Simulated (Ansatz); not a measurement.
CH₈Si₂Te, SMILES `[SiH3]C[SiH2][TeH]`. Total charge 0; spin multiplicity 1. Te takes the def2 core potential. The geometry is a stationary point of PBE0-D4/def2-TZVP. It is one conformer, not always the lowest.

```xyz
12

Si    1.115   -1.119    0.703
C     0.743    0.186   -0.595
Si   -0.711    1.286   -0.192
Te   -2.738    0.000    0.501
H     0.215   -2.288    0.544
H     2.523   -1.582    0.564
H     0.940   -0.554    2.068
H     1.620    0.832   -0.718
H     0.570   -0.307   -1.557
H    -0.410    2.125    0.997
H    -1.041    2.172   -1.340
H    -2.825   -0.750   -0.976
```

**Question.** What is the dipole moment at PBE/def2-TZVPP? (An estimate is asked.)

**Answer.** Computed: 1.30 D, with components (0.86, 0.22, -0.95) D in this frame, pointing from negative to positive charge.

**Question.** And with r2SCAN, B3LYP, ωB97M-V? (Best estimate.)

**Answer.** Computed: r2SCAN 1.41 D, B3LYP 1.34 D, ωB97M-V 1.43 D.

**Question.** Give the Mulliken charges with PBE, r2SCAN, ωB97M-V in def2-TZVPP. (An estimate is asked.)

**Answer.** The calculation gave: 
```
atom    PBE  r2SCAN  ωB97M-V
 Si1   0.19    0.29     0.17
  C2  -0.28   -0.31    -0.42
 Si3   0.15    0.25     0.15
 Te4  -0.04   -0.07    -0.07
  H5  -0.04   -0.06    -0.01
  H6  -0.06   -0.08    -0.03
  H7  -0.05   -0.07    -0.02
  H8   0.11    0.09     0.13
  H9   0.11    0.09     0.13
 H10  -0.05   -0.06    -0.01
 H11  -0.05   -0.07    -0.01
 H12  -0.01   -0.01     0.00
```

B3LYP here is the variant with VWN-RPA as its local correlation; programs differ in this.
